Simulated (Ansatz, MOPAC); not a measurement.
Constitutional and geometric isomers with formula H6Si4. Isolated molecules, 0 K electronic values unless said otherwise. One relaxed conformer stands for each flexible species; it need not be the lowest. Strings in code marks are SMILES.

Quantity: electronic energy of isomers of H6Si4 relative to `[SiH]1=[SiH][SiH2][SiH2]1`, in kcal/mol. The restricted reference of `[SiH3][SiH]1[SiH]=[SiH]1`, `[SiH]1=[SiH][SiH2][SiH2]1`, `[SiH3][Si]1=[SiH][SiH2]1` and `[SiH2]=[SiH][SiH]=[SiH2]` is unstable towards unrestricted orbitals. Semi-empirical values (MOPAC) are differences of heats of formation.

Level 1: frozen-core CCSD(T)/6-31g // PBE0-D3(BJ)/def2-TZVP (Ansatz, a program for electronic structure)
Level 2: LC-ωPBE/cc-pVTZ // PBE0-D3(BJ)/def2-TZVP (Ansatz)
Level 3: r2SCAN/cc-pVTZ // PBE0-D3(BJ)/def2-TZVP (Ansatz)
Level 4: PM3 // PBE0-D3(BJ)/def2-TZVP (MOPAC)

```json
[
 {"species": "`[SiH2]=[SiH][SiH]=[SiH2]` (Si–Si–Si–Si torsion 64°)", "level 2": "47.7", "level 3": "38.5", "level 4": "43.7"},
 {"species": "`[SiH3][SiH]1[SiH]=[SiH]1`", "level 2": "26.4", "level 3": "23.7", "level 4": "25.9"},
 {"species": "`[SiH3][Si]1=[SiH][SiH2]1`", "level 2": "22.1", "level 3": "18.8", "level 4": "25.2"}
]
```

Problem. What does level 1 give for each?

Solution. 
- `[SiH2]=[SiH][SiH]=[SiH2]` (Si–Si–Si–Si torsion 64°): 20.9
- `[SiH3][SiH]1[SiH]=[SiH]1`: 26.2
- `[SiH3][Si]1=[SiH][SiH2]1`: 21.7
